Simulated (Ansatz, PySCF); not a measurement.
H₄O₄Si, SMILES [Si](O)(O)(O)O.

Coordinates come from a B3LYP-D3(BJ)/def2-SVP optimisation. The isomer is the one that the SMILES or the coordinates give; other isomers of the formula were not compared. Other conformers were not sampled.

Vertical ionisation energy (IE) and electron affinity (EA) in eV. Rows of orbital energies are one-electron estimates. Where ΔSCF, EOM or ADC give a negative EA the extra electron is unbound and the value depends on the basis.

| level | IE | EA |
|---|---|---|
| −ε(HOMO), −ε(LUMO), B3LYP/def2-TZVP (PySCF) | ___ | ___ |
| ΔSCF, PBE0/def2-TZVPD (Ansatz), final states of multiplicity 2 and 2 | 11.40 | -0.59 |

Q: Complete the blanks. (Estimate from the structure and the level; the computed values follow.)

A: 
- −ε(HOMO), −ε(LUMO), B3LYP/def2-TZVP (PySCF), IE: 8.85
- −ε(HOMO), −ε(LUMO), B3LYP/def2-TZVP (PySCF), EA: 0.02

Q: What vertical singlet–triplet gap does ΔSCF give with PBE0/def2-TZVPD (Ansatz, a program for electronic structure)? (Estimate from the structure and the level; the computed values follow.)

A: 7.45 eV (triplet above singlet where positive).
